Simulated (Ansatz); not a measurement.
Relaxation of C3H7BF2 (13 atoms, charge 0, multiplicity 1), to a largest force component of 0.015 eV/Å in at most 40 steps.

The calculation used RKS PBE0-D4/6-31G* (Ansatz).

```xyz
13
Properties=species:S:1:pos:R:3
B 0.111 -1.165 -1.182
C -0.378 -0.177 0.022
C 0.525 -0.402 1.205
F -1.591 -0.504 0.386
C -0.351 1.292 -0.428
F -1.184 1.467 -1.552
H 0.098 -2.291 -1.050
H 0.414 -0.645 -2.245
H 0.531 -1.451 1.580
H 1.609 -0.135 0.985
H 0.227 0.218 2.103
H 0.640 1.599 -0.716
H -0.691 1.979 0.325
```

**Question.** Where does it end, and by what steps?

**Answer.** The forces met the threshold. After 14 steps the energy has fallen by 0.576 eV; H7 moved furthest, 1.09 Å.

| step | energy less start (eV) | largest force component (eV/Å) | accepted |
| --- | --- | --- | --- |
| 0 | 0.0000 | 3.815 | yes |
| 1 | -0.3262 | 1.530 | yes |
| 2 | -0.4354 | 0.596 | yes |
| 3 | -0.4780 | 0.539 | yes |
| 4 | -0.5272 | 0.231 | yes |
| 5 | -0.5571 | 0.140 | yes |
| 6 | -0.5332 | 0.652 | no |
| 7 | -0.5645 | 0.141 | yes |
| 8 | -0.5696 | 0.163 | yes |
| 9 | -0.5731 | 0.180 | yes |
| 10 | -0.5747 | 0.102 | yes |
| 11 | -0.5758 | 0.051 | yes |
| 12 | -0.5761 | 0.023 | yes |
| 13 | -0.5762 | 0.031 | yes |
| 14 | -0.5764 | 0.012 | yes |

```xyz
13
Properties=species:S:1:pos:R:3
B -0.001 -1.064 -1.206
C -0.326 -0.213 0.083
C 0.699 -0.337 1.203
F -1.571 -0.571 0.623
C -0.439 1.210 -0.422
F -0.993 1.174 -1.702
H -0.759 -1.897 -1.601
H 1.045 -0.882 -1.757
H 0.707 -1.359 1.595
H 1.706 -0.093 0.854
H 0.440 0.333 2.031
H 0.546 1.684 -0.495
H -1.095 1.802 0.225
```

Time of the run: 54 s on 2 threads of Intel(R) Xeon(R) Platinum 8375C CPU @ 2.90GHz (Ice Lake), on a shared host, peak memory 0.24 GiB.
